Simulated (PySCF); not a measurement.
# Deuteron quadrupole couplings in `CP(P)C1=CCCC1`

Species: C₆H₁₂P₂.
Structure used (PBE0-D3(BJ)/def2-SVP), in Å, numbered top down from 1:
```xyz
20
C6H12P2 angstrom
C     -2.5332   -1.2634   -0.0972
P     -1.9366    0.3996    0.4798
P     -2.4565    1.5495   -1.3635
C     -0.1487    0.2029    0.2012
C      0.6791    0.9699   -0.5268
C      2.1091    0.5183   -0.4241
C      2.0841   -0.4395    0.7788
C      0.6210   -0.8944    0.9051
H     -2.1736   -1.5267   -1.1036
H     -2.1954   -2.0271    0.6202
H     -3.6335   -1.2675   -0.0898
H     -2.1224    2.8208   -0.7984
H     -3.8304    1.6825   -0.9842
H      0.3695    1.8011   -1.1667
H      2.4158    0.0082   -1.3572
H      2.8147    1.3545   -0.2883
H      2.3675    0.1157    1.6869
H      2.7875   -1.2793    0.6789
H      0.3058   -1.0355    1.9522
H      0.4440   -1.8585    0.3931
```

Level: PBE0/pcSseg-1 (PySCF, non-relativistic); Q(2H) = 0.00286 b; rigid geometry, the same for H and D, with no vibrational averaging.

**Question.** Rank these positions by the coupling χzz of a deuteron there, largest first.
A. H14 (vinylic hydrogen)
B. H19 (methylene hydrogen)
C. H10 (methyl hydrogen)
D. H12 (P–H hydrogen)

**Answer.** A (205 kHz), C (198 kHz), B (192 kHz), D (113 kHz).

**Question.** Tabulate Vzz, the asymmetry η and χzz = 234.96 MHz × Q × Vzz for every hydrogen position.

**Answer.** 
| atom | bonded to | bond length (Å) | Vzz (au) | η | χzz (kHz) |
| --- | --- | --- | --- | --- | --- |
| H9 | C1 | 1.101 | 0.2923 | 0.01 | 196 |
| H10 | C1 | 1.101 | 0.2945 | 0.02 | 198 |
| H11 | C1 | 1.100 | 0.2946 | 0.02 | 198 |
| H12 | P3 | 1.431 | 0.1678 | 0.08 | 113 |
| H13 | P3 | 1.431 | 0.1673 | 0.09 | 112 |
| H14 | C5 | 1.094 | 0.3048 | 0.08 | 205 |
| H15 | C6 | 1.107 | 0.2811 | 0.02 | 189 |
| H16 | C6 | 1.103 | 0.2876 | 0.02 | 193 |
| H17 | C7 | 1.101 | 0.2873 | 0.02 | 193 |
| H18 | C7 | 1.100 | 0.2924 | 0.01 | 196 |
| H19 | C8 | 1.103 | 0.2863 | 0.03 | 192 |
| H20 | C8 | 1.106 | 0.2819 | 0.02 | 189 |

**Question.** Average by the element that carries the hydrogen.

**Answer.** on C: 195 kHz over 10 positions, mean bond length 1.101 Å; on P: 113 kHz over 2 positions, mean bond length 1.431 Å.

**Question.** How does χzz go with the bond length over the 10 C–H bonds?

**Answer.** A straight-line fit has a slope of -12.8 kHz for each 0.01 Å, with a correlation coefficient of -0.97, over lengths from 1.094 to 1.107 Å. The longer bonds have the smaller couplings here.

**Question.** A static deuteron (I = 1) shows a doublet split by (3/2)χ, (3/4)χ(1 + η) and (3/4)χ(1 − η) with the field along z, y and x of the gradient. What are these for H11?

**Answer.** With |χ| = 198.0 kHz and η = 0.019: 297, 151 and 146 kHz, to first order and without motion.

Isolated species at its PBE0-D3(BJ)/def2-SVP geometry (one conformer only). A larger basis could move these couplings by a tenth or more.
